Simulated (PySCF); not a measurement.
BH₅O₂Si. Atoms are numbered in the order given.

```xyz
9

B     -0.4696     1.1592     0.0000
H     -1.6760     1.0941     0.0000
O      0.0950     2.3890     0.0000
H      1.0622     2.3422     0.0000
O      0.3153     0.0427     0.0000
Si    -0.0047    -1.6027     0.0000
H     -1.4748    -1.8468     0.0000
H      0.6098    -2.2008     1.2154
H      0.6098    -2.2008    -1.2154
```
Charge 0, spin multiplicity 1.

The structure is a stationary point at B3LYP-D3(BJ)/def2-SVP. The values are those of a single conformer.

These are ωB97X/def2-TZVP (PySCF) values and carry that method's errors.

```
Property                                                                                                       Result
---------------------------------------------------------------------------------------------  ----------------------
total energy                                                                                       -467.96727 hartree
point group                                                                                                        Cs
highest occupied level                                                                                      -11.57 eV
lowest empty level                                                                                            2.15 eV
orbital gap                                                                                                  13.73 eV
dipole moment                                                                                                  1.54 D
quadrupole, principal values (traceless, Buckingham form, about the centre of nuclear charge)   -6.34, 0.77, 5.57 D·Å
mean static polarisability                                                                       46.4 bohr³ (6.88 Å³)
polarisability, principal values                                                               39.7, 46.0, 53.5 bohr³
```
